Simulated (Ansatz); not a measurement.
Born–Oppenheimer molecular dynamics of BClF2 (4 atoms, charge 0, multiplicity 1). It starts from a relaxed structure.

The calculation used RKS B3LYP-D4/6-31G* (Ansatz 0.2.0).

- ensemble: NVE (velocity Verlet)
- time step: 2 fs
- steps asked: 250
- starting velocities drawn for: 100 K
- seed: 869232

First frame:

```xyz
4
Properties=species:S:1:pos:R:3
B 0.024 0.000 -0.014
F 0.017 0.000 1.301
Cl 1.545 0.000 -0.892
F -1.119 0.000 -0.666
```

**Question.** How far do the bonds stretch over the last three quarters of this one trajectory? (Pairs bonded in most of those frames.)

**Answer.** 
```json
{"bond": "B1–F2", "mean (Å)": "1.316", "spread (Å)": "0.010", "shortest": "1.29", "longest": "1.34"}
{"bond": "B1–Cl3", "mean (Å)": "1.757", "spread (Å)": "0.014", "shortest": "1.73", "longest": "1.79"}
{"bond": "B1–F4", "mean (Å)": "1.316", "spread (Å)": "0.010", "shortest": "1.30", "longest": "1.34"}
```

Mean temperature of the second half: 49 K. The conserved energy stayed within 0.2 meV per atom of its start (net change 0.032 meV per atom), so the integration is sound. Over the second half the temperature averaged 0.49 of the 100 K drawn at the start: a run that starts near a minimum puts about half its kinetic energy into the potential. A run of 0.5 ps of so small a system gives no equilibrium averages.

Time of the run: 7.6 min on 1 thread of Arm Neoverse V1 (shared host), peak memory 0.1 GiB.
